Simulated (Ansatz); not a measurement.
Saddle point of Si$_{2}$H$_{9}$O$_{2}$F, singlet (Si₂H₆O ([SiH3][O][SiH3]) + H₂O + HF → Si₂H₅OF ([F][SiH2][O][SiH3]) + H₂O + H₂; bonds formed: Si1–F8, H2–H9, H7–O10; bonds broken: Si1–H2, H7–F8, H9–O10), PBE0-D4/def2-TZVP structure:

Si1  (0.321, 0.669, 0.771)
H2  (0.201, -0.783, -0.017)
O3  (0.377, 1.297, -0.796)
Si4  (-0.555, 1.420, -2.122)
H5  (1.670, 1.110, 1.173)
H6  (-0.955, 1.273, 1.219)
H7  (0.151, -1.771, 2.024)
F8  (0.284, -0.357, 2.260)
H9  (0.137, -1.652, 0.485)
O10  (0.054, -2.517, 1.326)
H11  (-1.851, 2.092, -1.820)
H12  (0.169, 2.205, -3.154)
H13  (-0.858, 0.067, -2.675)
H14  (0.855, -3.054, 1.327)
(Å)

Energies are electronic, without zero-point energy. Barriers and step energies count from the start structure reached by relaxing down the imaginary mode; all methods use the PBE0-D4 structures, on which another method's saddle can fall below an end. Computed with Ansatz 0.2.0 (basis: def2-TZVPP, with def2-QZVPP for the basis limit); correlated methods freeze the cores. B3LYP uses VWN-RPA correlation. Extrapolation: Hartree–Fock as exp(−7.88 √X), correlation as X^−2.97.

```json
{"method": "SPW92", "barrier (eV)": "0.384", "step energy (eV)": "-0.850"}
{"method": "PBE-D4", "barrier (eV)": "0.843", "step energy (eV)": "-0.985"}
{"method": "BLYP-D4", "barrier (eV)": "?", "step energy (eV)": "-1.124"}
{"method": "r2SCAN-D4", "barrier (eV)": "0.925", "step energy (eV)": "-1.132"}
{"method": "B97M-V", "barrier (eV)": "?", "step energy (eV)": "-1.153"}
{"method": "PBE0-D4", "barrier (eV)": "1.056", "step energy (eV)": "-1.006"}
{"method": "B3LYP-D4", "barrier (eV)": "1.156", "step energy (eV)": "-1.124"}
{"method": "r2SCAN0-D4", "barrier (eV)": "1.098", "step energy (eV)": "-1.116"}
{"method": "BHLYP-D4", "barrier (eV)": "1.388", "step energy (eV)": "-1.162"}
{"method": "CAM-B3LYP-D4", "barrier (eV)": "?", "step energy (eV)": "-1.117"}
{"method": "wB97X-V", "barrier (eV)": "1.207", "step energy (eV)": "-1.109"}
{"method": "wB97M-V", "barrier (eV)": "1.168", "step energy (eV)": "-1.126"}
{"method": "B2PLYP", "barrier (eV)": "1.239", "step energy (eV)": "-1.106"}
{"method": "PBE-QIDH", "barrier (eV)": "1.209", "step energy (eV)": "-1.053"}
{"method": "RPA on PBE", "barrier (eV)": "1.319", "step energy (eV)": "-1.111"}
{"method": "HF", "barrier (eV)": "2.055", "step energy (eV)": "-1.198"}
{"method": "MP2", "barrier (eV)": "1.244", "step energy (eV)": "-1.147"}
{"method": "CCSD", "barrier (eV)": "1.441", "step energy (eV)": "-1.112"}
{"method": "CCSD(T)", "barrier (eV)": "1.314", "step energy (eV)": "-1.109"}
```

Question: Fill in the withheld barriers. (An estimate is asked for; the value comes from the calculation.)

Answer: Computed: CAM-B3LYP-D4 1.156; B97M-V 1.072; BLYP-D4 1.011 eV. Each is the energy of the saddle less that of the start structure, by the same method.

For comparison, the barrier by CCSD(T) at an estimated basis limit (MP2 extrapolated from triple and quadruple zeta, plus CCSD(T) − MP2 in triple zeta) is 1.292 eV.

The T1 diagnostic stays at or below 0.012.

Labels in which every atom is bracketed show which atoms are joined, not bond orders.

For scale, one of the runs: CCSD(T)/def2-TZVPP, 303 basis functions, launched by `ansatz run in.yaml --threads 8 --pin off --events-out ev --progress --plain --max-ram 19148MiB`. The run took 4.7 min on 8 CPU threads of an Intel Xeon (shared host), with 10 GiB of host memory at its peak.
